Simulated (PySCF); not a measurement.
# Deuteron quadrupole couplings in `CO[C@@H]1OCC[C@@H]1OC=O`

C6H10O4.
Cartesian coordinates in Å at the GFN2-xTB level; atoms count from 1:
```
atom  x, y, z in Å
C1    -2.1772   -1.1207    0.7022
O2    -0.9662   -0.8021    0.0504
C3    -0.2164    0.1697    0.7136
O4    -0.7555    1.4529    0.5848
C5    -0.3500    1.9482   -0.6804
C6     1.1070    1.4926   -0.8441
C7     1.1855    0.2419    0.0369
O8     1.4418   -0.9056   -0.7617
C9     1.5309   -2.0546   -0.1158
O10    1.4926   -2.2163    1.0678
H11   -2.6769   -1.8522    0.0715
H12   -2.8046   -0.2320    0.8149
H13   -1.9789   -1.5529    1.6889
H14   -0.1607   -0.0527    1.7893
H15   -0.9802    1.5186   -1.4682
H16   -0.4733    3.0300   -0.6577
H17    1.3442    1.2391   -1.8743
H18    1.7966    2.2556   -0.4882
H19    1.9589    0.3134    0.8088
H20    1.6770   -2.8624   -0.8519
```

Level: PBE0/pcSseg-1 (PySCF, non-relativistic); Q(2H) = 0.00286 b; rigid geometry, the same for H and D, with no vibrational averaging.

**Question.** Rank these positions by the coupling χzz of a deuteron there, largest first.
A. H17 (methylene hydrogen)
B. H12 (methyl hydrogen)
C. H16 (methylene hydrogen)
D. H20 (formyl hydrogen)
E. H15 (methylene hydrogen)

**Answer.** A (208 kHz), C (204 kHz), B (197 kHz), E (192 kHz), D (186 kHz).

**Question.** Tabulate Vzz, the asymmetry η and χzz = 234.96 MHz × Q × Vzz for every hydrogen position.

**Answer.** 
| atom | bonded to | bond length (Å) | Vzz (au) | η | χzz (kHz) |
| --- | --- | --- | --- | --- | --- |
| H11 | C1 | 1.087 | 0.3083 | 0.07 | 207 |
| H12 | C1 | 1.094 | 0.2928 | 0.07 | 197 |
| H13 | C1 | 1.095 | 0.2918 | 0.08 | 196 |
| H14 | C3 | 1.100 | 0.2743 | 0.05 | 184 |
| H15 | C5 | 1.096 | 0.2861 | 0.05 | 192 |
| H16 | C5 | 1.089 | 0.3029 | 0.05 | 204 |
| H17 | C6 | 1.087 | 0.3101 | 0.01 | 208 |
| H18 | C6 | 1.088 | 0.3089 | 0.02 | 208 |
| H19 | C7 | 1.095 | 0.2852 | 0.09 | 192 |
| H20 | C9 | 1.103 | 0.2769 | 0.04 | 186 |

**Question.** How does χzz go with the bond length over the 10 C–H bonds?

**Answer.** A straight-line fit has a slope of -16.1 kHz for each 0.01 Å, with a correlation coefficient of -0.97, over lengths from 1.087 to 1.103 Å. The longer bonds have the smaller couplings here.

Isolated species at its GFN2-xTB geometry (one conformer only). GFN2-xTB bond lengths can be off by several hundredths of an ångström, more for odd bonds, and the gradients follow them. A larger basis could move these couplings by a tenth or more.
